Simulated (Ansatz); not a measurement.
```xyz
9

Ge   -1.6429   -1.0670    0.0766
S    -1.2979    1.1278   -0.1415
S     0.5145    1.0664   -1.1178
As    1.9486    0.9500    0.6168
H    -0.4806   -1.6546    0.8910
H    -2.9781   -1.2295    0.8206
H    -1.6987   -1.7033   -1.3182
H     3.0124    0.2143   -0.1919
H     2.6226    2.2959    0.3644
```

The species carries charge 0 and has multiplicity 1.

Q: List the PBE0/def2-TZVPP orbital energies in eV (the Gaussian-basis code of Ansatz). (Estimate.)

A: Ansatz gave: Occupied: -11598.87, -10860.42, -2423.19, -2422.94, -1469.41, -1358.69, -1312.87, -1312.84, -1312.81, -1208.51, -1208.49, -1208.48, -218.43, -218.21, -192.76, -171.41, -162.29, -162.20, -162.07, -162.04, -161.96, -161.83, -139.48, -139.41, -139.31, -121.25, -121.17, -121.16, -45.91, -45.89, -45.81, -45.77, -45.72, -34.07, -34.03, -34.02, -33.95, -33.94, -22.28, -18.95, -16.76, -15.21, -11.09, -10.91, -10.83, -10.13, -9.86, -9.53, -8.00, -7.12, -6.98. Lowest empty: -1.06, -0.80, -0.10, 0.28, 0.59, 1.22, 1.53, 1.62.
